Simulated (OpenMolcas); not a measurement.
# Ionisation energies of technetium

```
Program             : OpenMolcas
Basis               : ANO-R3 [8s6p5d3f2g1h]
Scalar Hamiltonian  : X2C, finite nucleus
Spin-orbit coupling : state interaction with AMFI integrals over the reference wave functions, term energies averaged over their components
```

Active shells in each charge state: the valence d shell, with orbitals averaged over the low states. Where CASPT2's correlated closed shells are named, they are those of the first ion.

A. CASSCF
B. SS-CASPT2, IPEA 0.25 Eh, imaginary shift 0.1 Eh (closed shells correlated: 4s 4p)
C. SS-CASPT2, IPEA 0.25 Eh, imaginary shift 0.1 Eh (closed shells correlated: none)
D. SS-CASPT2, IPEA 0.25 Eh, imaginary shift 0.1 Eh (closed shells correlated: 3d 4s 4p)
E. SS-CASPT2, IPEA 0 Eh, imaginary shift 0.1 Eh (closed shells correlated: 4s 4p)

Energies in eV between the lowest computed levels, named as in B; reference values from the NIST Atomic Spectra Database with their kind.

| From | To | A | B | C | D | E | Spin-orbit share in B | Reference |
| --- | --- | --- | --- | --- | --- | --- | --- | --- |
| Tc2+ 4d⁵ ⁶S_5/2 | Tc3+ 4d⁴ ⁵D₀ | 28.748 | 29.778 | 29.461 | 29.746 | 29.885 | -0.180 | 29.550 (semi-empirical) |
| Tc3+ 4d⁴ ⁵D₀ | Tc4+ 4d³ ⁴F_3/2 | 41.585 | 42.604 | 42.186 | 42.571 | 42.680 | -0.083 | 41.000 (theoretical) |
| Tc4+ 4d³ ⁴F_3/2 | Tc5+ 4d² ³F₂ | 56.355 | 57.279 | 56.723 | 57.244 | 57.357 | -0.057 | 57.000 (theoretical) |
| Tc5+ 4d² ³F₂ | Tc6+ 4d ²D_3/2 | 72.207 | 73.129 | 72.364 | 73.095 | 73.210 | +0.087 | 72.000 (theoretical) |
| Tc6+ 4d ²D_3/2 | Tc7+ 4p⁶ ¹S₀ | 87.852 | 88.797 | 87.852 | 88.765 | 88.866 | +0.234 | 88.000 (theoretical) |

The lowest level within the active space need not be the ion's true ground level.
